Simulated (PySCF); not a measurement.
Dipole response of Zn⁺ (zinc, charge +1)

[Ar] 3d9 4s1 4p1, one real determinant (an excited configuration). Calculation: PySCF 2.14, in aug-cc-pVQZ-DK (9s8p6d4f3g2h, 140 functions); scalar relativity by spin-free X2C-1e. Coupled (time-dependent) response in atomic units; α is the mean over directions.

| method | mean α (bohr³) | α xx, yy, zz | C₆ (like pair) | S(−4) |
| --- | --- | --- | --- | --- |
| UHF | 21.76 | 21.97, 21.97, 21.33 | 117.5 | 240.0 |

S(−4) is the Cauchy moment in α(ω) = α(0) + S(−4) ω² + …

α(iu) at UHF:

| u (hartree) | α(iu) (bohr³) |
| --- | --- |
| 0 | 21.76 |
| 0.0500 | 21.18 |
| 0.100 | 19.62 |
| 0.200 | 15.29 |
| 0.300 | 11.38 |
| 0.500 | 6.647 |
| 0.750 | 4.022 |
| 1.00 | 2.793 |
| 1.50 | 1.692 |
| 2.00 | 1.196 |
| 3.00 | 0.7326 |
| 5.00 | 0.3785 |

A single London oscillator, α(iu) = α/(1 + u²/ω²), gives C₆ = (3/4) ω α². Matching the computed C₆ needs ω = 4 × 117.5 / (3 × 21.76²) = 0.331 hartree.

For an ion, C₆ is the dispersion term alone; charge-induced terms of lower order in 1/R come first.

The components differ because the open shell of this determinant is not spherical; for a pure term their mean is the scalar polarisability.

⟨L²⟩ = 8.04 against 12 for a pure F term, so this real determinant mixes terms.
